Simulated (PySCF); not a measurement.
# How methods differ on the ionisation energy of Ca⁸⁺

Ca⁸⁺ [Ne] 3s2 (1S) → Ca⁹⁺ [Ne] 3s1 (2S), as a difference of total energies. Computed with PySCF 2.14 in an uncontracted even-tempered set (17 s from 0.4 bohr⁻², ratio 2.5; 11 p from 0.52 bohr⁻², ratio 2.5; 5 d from 2.4 bohr⁻², ratio 2.7; 4 f from 3.5 bohr⁻², ratio 2.7), with no relativity, point nucleus. Correlated levels: outer shells: 1s2 frozen; virtual orbitals above 40 to 60 times the deepest correlated orbital energy dropped. The calculations carry no spin-orbit coupling.

| method | ionisation energy (eV) |
| --- | --- |
| UHF | 185.44 |
| MP2 (outer shells) | 187.28 |
| SCS-MP2 (outer shells) | 187.46 |
| CCSD (outer shells) | 187.66 |
| CCSD(T) (outer shells) | 187.71 |

How much does correlation contribute at CCSD(T) (outer shells)?

187.71 − (185.44) = 2.27 eV, measured against UHF.

These non-relativistic numbers lack the scalar-relativistic shift.

For comparison: 188.54 ± 0.06 eV (semi-empirical (NIST evaluation); NIST Atomic Spectra Database, ionization energies).
